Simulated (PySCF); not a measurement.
CH8B2O2Si, SMILES BC[SiH2]B(O)O, singlet at its GFN2-xTB optimised geometry (Å):

```
14

B     -0.1908    -1.1114    -2.7731
C     -1.3864    -1.3190    -1.8250
Si    -0.7197    -0.9347    -0.0427
B      0.1855     0.8211     0.0000
O      1.5344     0.8211     0.0000
O     -0.4151     2.0468     0.0000
H      0.5395    -1.9939    -3.0160
H      0.0213    -0.0528    -3.2328
H     -2.2193    -0.6364    -1.9921
H     -1.7834    -2.3304    -1.7927
H     -1.9428    -1.0137     0.7971
H      0.1036    -2.0775     0.3815
H      1.9428     1.6905    -0.0165
H     -1.3695     2.0775    -0.0039
```

Method: PySCF with PBE0/def2-TZVP.

Map of the HOMO−1 amplitude (bohr^(-3/2)) on the plane z = 1.5 Å; orbital energy -8.64 eV, overall sign arbitrary:

```
|@@@@@@@@@@@@@@@@@@@@@@@@@@@@@@@|
|@@@@@@@@@@@@@@@@@@@@@@@@@@@@@@@|
|@@@@@@@@@@@@@@@@@@@@@@@@@@@@@@@|
|@@@@@@@@@@@@@@@@@@@@@@@@@@@@@@@|
|@@@@@@@@@@@@@@@@@@@@@@@@@@@@@@@|
|@@@@@@@@@@@@@@@@@@@@@@@@@@@@@@@|
|@@@@@@@@@@@@@@@@@@@@@@@@@@@@@@@|
|@@@@@@@@@@@@@@@@@@@@@@@@@@@@@@@|
|@@@@@@@@@@@@@@@@@@@@@@@@@@@@@@@|
|@@@@@@@@@@@@@@@@@@@@@@@@@@@@@@@|
|@@@@@@@@@@@@@@@@@@@@@@@@@@@@@@@|
|@@@@@@%%%%%@@@@@@@@@@@@@@@@@@@@|
|@@@@%%%%%%%%%@@@@@@@@@@@@@@@@@@|
|@@@%%%%%%#%%%@@@@@@@@@@@@@@@@@@|
|@@@%%%#######%@@@@@@@@@@@@@@@@@|
|@@%%%##*+++**#%@@@@@@@@@@@@@@@@|
|@@%%%#*+=--=+*#%@@@@@@@@@@@@@@@|
|@%%%#*+-:.:-=+*#%@@@@@@@@@@@@@@|
|@%%%#*+:   :-=*#%%@@@@@@@@@@@@@|
|@%%%#*+-.  :-=+##%%@@@@@@@@@@@@|
|@%%%#*+=:.::-+**#%%%@@@@@@@@@@@|
|@@%%%#*+====++**#%%%@@@@@@@@@@@|
|@@%%%##**+++***##%%%@@@@@@@@@@@|
|@@@%%%%###**####%%%%@@@@@@@@@@@|
|@@@%%%%%%######%%%%%@@@@@@@@@@@|
|@@@@@%%%%%%%%%%%%%%@@@@@@@@@@@@|
|@@@@@@%%%%%%%%%%%%@@@@@@@@@@@@@|
|@@@@@@@@@%%%%%%%@@@@@@@@@@@@@@@|
|@@@@@@@@@@@@@@@@@@@@@@@@@@@@@@@|
|@@@@@@@@@@@@@@@@@@@@@@@@@@@@@@@|
|@@@@@@@@@@@@@@@@@@@@@@@@@@@@@@@|
```
Scale: ten equal steps from -0.067 (start of ' ') to 0.005 (end of '@'), in the order ' .:-=+*#%@'; x runs from -4.50 to 4.50, y from -4.50 (bottom) to 4.50 (top).
